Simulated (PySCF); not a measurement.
C$_{2}$H$_{5}$O, charge -1, singlet, at a GFN2-xTB geometry; PBE/STO-3G in PySCF.

Input for PySCF:
```python
from pyscf import gto, scf, dft

mol = gto.M(
    atom='''
C    -0.01387129    1.32048858   -0.14685513
O     0.00480545    0.04658534    0.60549664
C     0.00885831   -1.08473522   -0.17190786
H     0.86993040    1.24954023   -0.87427756
H    -0.90863771    1.23257197   -0.85885667
H     0.02301881   -1.98265824    0.47327149
H    -0.88652396   -1.15182118   -0.82804795
H     0.89384676   -1.13483572   -0.84348446
''',
    basis='sto-3g',
    charge=-1,
    verbose=4,
    symmetry=True,
)

mf = dft.RKS(mol)
mf.xc = 'pbe'
mf.irrep_nelec = {"A'": 22, 'A"': 4}
mf.kernel()
mf.analyze()
```

It wrote (shortened):

```
PySCF version 2.14.0

[INPUT] verbose = 4
[INPUT] num. atoms = 8
[INPUT] num. electrons = 26
[INPUT] charge = -1
[INPUT] spin (= nelec alpha-beta = 2S) = 0
[INPUT] symmetry True subgroup None
[INPUT] Mole.unit = angstrom
[INPUT] Symbol           X                Y                Z      unit          X                Y                Z       unit  Magmom
[INPUT]  1 C     -0.013871290000   1.320488580000  -0.146855130000 AA   -0.026212939094   2.495361766816  -0.277515975687 Bohr   0.0
[INPUT]  2 O      0.004805450000   0.046585340000   0.605496640000 AA    0.009080984405   0.088033534020   1.144222818944 Bohr   0.0
[INPUT]  3 C      0.008858310000  -1.084735220000  -0.171907860000 AA    0.016739779826  -2.049852483470  -0.324858774060 Bohr   0.0
[INPUT]  4 H      0.869930400000   1.249540230000  -0.874277560000 AA    1.643930203433   2.361288816326  -1.652145145253 Bohr   0.0
[INPUT]  5 H     -0.908637710000   1.232571970000  -0.858856670000 AA   -1.717076418352   2.329223452116  -1.623003886556 Bohr   0.0
[INPUT]  6 H      0.023018810000  -1.982658240000   0.473271490000 AA    0.043499246613  -3.746681072212   0.894353498665 Bohr   0.0
[INPUT]  7 H     -0.886523960000  -1.151821180000  -0.828047950000 AA   -1.675287487265  -2.176626574673  -1.564783843508 Bohr   0.0
[INPUT]  8 H      0.893846760000  -1.134835720000  -0.843484460000 AA    1.689125573730  -2.144528707174  -1.593954619727 Bohr   0.0

nuclear repulsion = 75.9480295608765
point group symmetry = Cs
symmetry origin: [ 1.51178089e-09 -4.53534277e-09  2.26767139e-09]
symmetry axis x: [0.00820341 0.04787468 0.99881966]
symmetry axis y: [ 0.00994341 -0.99880779  0.04779245]
symmetry axis z: [ 0.99991691  0.00953962 -0.00866967]
num. orbitals of irrep A' = 15
num. orbitals of irrep A" = 5
number of shells = 14
number of NR pGTOs = 60
number of NR cGTOs = 20
basis = sto-3g
ecp = {}

******** <class 'pyscf.dft.rks_symm.SymAdaptedRKS'> ********
method = SymAdaptedRKS
initial guess = minao
damping factor = 0
level_shift factor = 0
DIIS = <class 'pyscf.scf.diis.CDIIS'>
diis_start_cycle = 1
diis_space = 8
diis_damp = 0
SCF conv_tol = 1e-09
SCF conv_tol_grad = None
SCF max_cycles = 50
direct_scf = True
direct_scf_tol = 1e-13
XC library pyscf.dft.libxc version 7.1.2
    S. Lehtola, C. Steigemann, M. J. T. Oliveira, and M. A. L. Marques,  SoftwareX 7, 1–5 (2018)
XC functionals = pbe
    J. P. Perdew, K. Burke, and M. Ernzerhof,  Phys. Rev. Lett. 77, 3865 (1996)
    J. P. Perdew, K. Burke, and M. Ernzerhof,  Phys. Rev. Lett. 78, 1396 (1997)
    J. P. Perdew, K. Burke, and M. Ernzerhof,  Phys. Rev. Lett. 77, 3865 (1996)
    J. P. Perdew, K. Burke, and M. Ernzerhof,  Phys. Rev. Lett. 78, 1396 (1997)
radial grids:
    Treutler-Ahlrichs [JCP 102, 346 (1995); DOI:10.1063/1.469408] (M4) radial grids

becke partition: Becke, JCP 88, 2547 (1988); DOI:10.1063/1.454033
pruning grids: <function nwchem_prune>
grids dens level: 3
symmetrized grids: True
atomic radii adjust function: <function treutler_atomic_radii_adjust>
small_rho_cutoff = 0
Freeze 26 electrons in irreps ["A'", 'A"']
    0 free electrons in irreps
Set gradient conv threshold to 3.16228e-05
Initial guess from minao.
tot grids = 91360
init E= -152.227503607945
HOMO (A') = 0.145922973103367  LUMO (A") = -0.253665758809353  gap/eV = -10.87336

WARN: A' HOMO 0.145922973103367 > system LUMO -0.253665758809353

WARN: A" LUMO -0.253665758809353 < system HOMO 0.145922973103367

cycle= 1 E= -150.716129015452  delta_E= 1.51  |g|= 0.871  |ddm|= 4.73
HOMO (A') = 0.538701431874  LUMO (A") = 0.26420208427744  gap/eV = -7.46951

WARN: A' HOMO 0.538701431874 > system LUMO 0.26420208427744

WARN: A" LUMO 0.26420208427744 < system HOMO 0.538701431874

cycle= 2 E= -144.914322018392  delta_E=  5.8  |g|= 2.25  |ddm|= 9.88
HOMO (A') = 0.688032840421553  LUMO (A") = 0.187667688440913  gap/eV = -13.61563

WARN: A' HOMO 0.688032840421553 > system LUMO 0.187667688440913

WARN: A" LUMO 0.187667688440913 < system HOMO 0.688032840421553

cycle= 3 E= -150.526100866874  delta_E= -5.61  |g|= 1.01  |ddm|=   10
HOMO (A') = 0.611420080496322  LUMO (A") = 0.0943093506329612  gap/eV = -14.07130

WARN: A' HOMO 0.611420080496322 > system LUMO 0.0943093506329612

WARN: A" LUMO 0.0943093506329612 < system HOMO 0.611420080496322

cycle= 4 E= -150.723340351835  delta_E= -0.197  |g|= 0.984  |ddm|= 4.95
HOMO (A') = 0.633674614170046  LUMO (A") = 0.162187928632487  gap/eV = -12.82981

WARN: A' HOMO 0.633674614170046 > system LUMO 0.162187928632487

WARN: A" LUMO 0.162187928632487 < system HOMO 0.633674614170046

cycle= 5 E= -150.738768594884  delta_E= -0.0154  |g|= 0.798  |ddm|= 5.73
HOMO (A') = 0.634658885417231  LUMO (A") = 0.119280948362293  gap/eV = -14.02415

WARN: A' HOMO 0.634658885417231 > system LUMO 0.119280948362293

WARN: A" LUMO 0.119280948362293 < system HOMO 0.634658885417231

cycle= 6 E= -150.988420326284  delta_E= -0.25  |g|= 0.539  |ddm|= 4.82
HOMO (A') = 0.632374541798713  LUMO (A") = 0.111579350397744  gap/eV = -14.17156

WARN: A' HOMO 0.632374541798713 > system LUMO 0.111579350397744

WARN: A" LUMO 0.111579350397744 < system HOMO 0.632374541798713

cycle= 7 E= -150.907702628391  delta_E= 0.0807  |g|=  0.7  |ddm|= 0.939
HOMO (A') = 0.631860761010592  LUMO (A") = 0.110282011415745  gap/eV = -14.19288

WARN: A' HOMO 0.631860761010592 > system LUMO 0.110282011415745

WARN: A" LUMO 0.110282011415745 < system HOMO 0.631860761010592

cycle= 8 E= -150.923200035691  delta_E= -0.0155  |g|= 0.674  |ddm|= 0.13
HOMO (A') = 0.636818879590807  LUMO (A") = 0.111902547961277  gap/eV = -14.28370

WARN: A' HOMO 0.636818879590807 > system LUMO 0.111902547961277

WARN: A" LUMO 0.111902547961277 < system HOMO 0.636818879590807

cycle= 9 E= -151.022913061242  delta_E= -0.0997  |g|= 0.439  |ddm|= 0.64
HOMO (A') = 0.630467730095658  LUMO (A") = 0.110300670046617  gap/eV = -14.15447

WARN: A' HOMO 0.630467730095658 > system LUMO 0.110300670046617

WARN: A" LUMO 0.110300670046617 < system HOMO 0.630467730095658

cycle= 10 E= -151.084818241325  delta_E= -0.0619  |g|= 0.168  |ddm|= 0.567
HOMO (A') = 0.638567232538675  LUMO (A") = 0.11857473017954  gap/eV = -14.14972

WARN: A' HOMO 0.638567232538675 > system LUMO 0.11857473017954

WARN: A" LUMO 0.11857473017954 < system HOMO 0.638567232538675

cycle= 11 E= -151.096231432204  delta_E= -0.0114  |g|= 0.0337  |ddm|= 0.383
HOMO (A') = 0.638663040720898  LUMO (A") = 0.119023991418894  gap/eV = -14.14010

WARN: A' HOMO 0.638663040720898 > system LUMO 0.119023991418894

WARN: A" LUMO 0.119023991418894 < system HOMO 0.638663040720898

cycle= 12 E= -151.096694724888  delta_E= -0.000463  |g|= 0.0118  |ddm|= 0.136
HOMO (A') = 0.639133264434866  LUMO (A") = 0.119133560602083  gap/eV = -14.14991

WARN: A' HOMO 0.639133264434866 > system LUMO 0.119133560602083

WARN: A" LUMO 0.119133560602083 < system HOMO 0.639133264434866

cycle= 13 E= -151.096733318303  delta_E= -3.86e-05  |g|= 0.00778  |ddm|= 0.0598
HOMO (A') = 0.639403406305763  LUMO (A") = 0.119519842909461  gap/eV = -14.14675

WARN: A' HOMO 0.639403406305763 > system LUMO 0.119519842909461

WARN: A" LUMO 0.119519842909461 < system HOMO 0.639403406305763

cycle= 14 E= -151.096758431207  delta_E= -2.51e-05  |g|= 0.00125  |ddm|= 0.0323
HOMO (A') = 0.639400433832801  LUMO (A") = 0.119482279166839  gap/eV = -14.14769

WARN: A' HOMO 0.639400433832801 > system LUMO 0.119482279166839

WARN: A" LUMO 0.119482279166839 < system HOMO 0.639400433832801

cycle= 15 E= -151.096759207138  delta_E= -7.76e-07  |g|= 0.000278  |ddm|= 0.00381
HOMO (A') = 0.639395878153674  LUMO (A") = 0.119491468446854  gap/eV = -14.14732

WARN: A' HOMO 0.639395878153674 > system LUMO 0.119491468446854

WARN: A" LUMO 0.119491468446854 < system HOMO 0.639395878153674

cycle= 16 E= -151.096759245859  delta_E= -3.87e-08  |g|= 3.61e-05  |ddm|= 0.00094
HOMO (A') = 0.639396840095155  LUMO (A") = 0.119492707033043  gap/eV = -14.14731

WARN: A' HOMO 0.639396840095155 > system LUMO 0.119492707033043

WARN: A" LUMO 0.119492707033043 < system HOMO 0.639396840095155

cycle= 17 E= -151.096759247167  delta_E= -1.31e-09  |g|= 5.88e-06  |ddm|= 0.000302
HOMO (A') = 0.639397515113062  LUMO (A") = 0.119493287117191  gap/eV = -14.14731

WARN: A' HOMO 0.639397515113062 > system LUMO 0.119493287117191

WARN: A" LUMO 0.119493287117191 < system HOMO 0.639397515113062

cycle= 18 E= -151.096759247189  delta_E= -2.23e-11  |g|= 1.28e-06  |ddm|= 5.58e-05
HOMO (A') = 0.639397253319535  LUMO (A") = 0.119493012554683  gap/eV = -14.14731

WARN: A' HOMO 0.639397253319535 > system LUMO 0.119493012554683

WARN: A" LUMO 0.119493012554683 < system HOMO 0.639397253319535

Extra cycle  E= -151.096759247137  delta_E= 5.24e-11  |g|= 1.13e-05  |ddm|= 2.83e-05
converged SCF energy = -151.096759247137
**** SCF Summaries ****
Total Energy =                        -151.096759247137129
Nuclear Repulsion Energy =              75.948029560876464
One-electron Energy =                 -365.328250348758502
Two-electron Energy =                  138.283461540744923
Two-electron Coulomb Energy =          159.970069987787440
DFT Exchange-Correlation Energy =      -21.686608447042527
HOMO-LUMO gap [eV] =                   -14.147314988887429
Wave-function symmetry = A'
occupancy for each irrep:     A'   A"
                              11    2
**** MO energy ****
MO #1 (A' #1), energy= -18.2806473409082 occ= 2
MO #2 (A' #2), energy= -9.29932452594587 occ= 2
MO #3 (A' #3), energy= -9.04580243006752 occ= 2
MO #4 (A' #4), energy= -0.596920823274152 occ= 2
MO #5 (A' #5), energy= -0.265674163901512 occ= 2
MO #6 (A' #6), energy= -0.182816188592187 occ= 2
MO #7 (A" #1), energy= -0.0764915173188166 occ= 2
MO #8 (A' #7), energy= -0.0413014070627458 occ= 2
MO #9 (A' #8), energy= -0.0318735910777368 occ= 2
MO #10 (A" #2), energy= 0.0407130105990777 occ= 2
MO #11 (A' #9), energy= 0.0910053689159619 occ= 2
MO #12 (A' #10), energy= 0.410118781714187 occ= 2
MO #13 (A' #11), energy= 0.639397253319535 occ= 2
MO #14 (A" #3), energy= 0.119493012554683 occ= 0
MO #15 (A' #12), energy= 0.680089535768575 occ= 0
MO #16 (A" #4), energy= 0.688276636345685 occ= 0
MO #17 (A' #13), energy= 0.703950233710244 occ= 0
MO #18 (A' #14), energy= 0.738901753903994 occ= 0
MO #19 (A" #5), energy= 0.760576316862149 occ= 0
MO #20 (A' #15), energy= 0.77311699320979 occ= 0
 ** Mulliken pop on meta-lowdin orthogonal AOs  **
 ** Mulliken pop  **
pop of  0 C 1s            1.99957
pop of  0 C 2s            1.38100
pop of  0 C 2px           0.63068
pop of  0 C 2py           1.52600
pop of  0 C 2pz           1.18396
pop of  1 O 1s            1.99998
pop of  1 O 2s            1.97195
pop of  1 O 2px           0.71433
pop of  1 O 2py           1.29989
pop of  1 O 2pz           1.85881
pop of  2 C 1s            1.99950
pop of  2 C 2s            0.98953
pop of  2 C 2px           0.93452
pop of  2 C 2py           1.10975
pop of  2 C 2pz           1.28150
pop of  3 H 1s            1.00011
pop of  4 H 1s            1.00011
pop of  5 H 1s            1.06985
pop of  6 H 1s            1.02449
pop of  7 H 1s            1.02449
 ** Mulliken atomic charges  **
charge of    0C =     -0.72121
charge of    1O =      0.15505
charge of    2C =     -0.31479
charge of    3H =     -0.00011
charge of    4H =     -0.00011
charge of    5H =     -0.06985
charge of    6H =     -0.02449
charge of    7H =     -0.02449

WARN: System has nonzero charge -1; the dipole moment is origin-dependent.
Location of origin: [0. 0. 0.]

Dipole moment(X, Y, Z, Debye):  0.02888, -3.16015, -0.14620
```
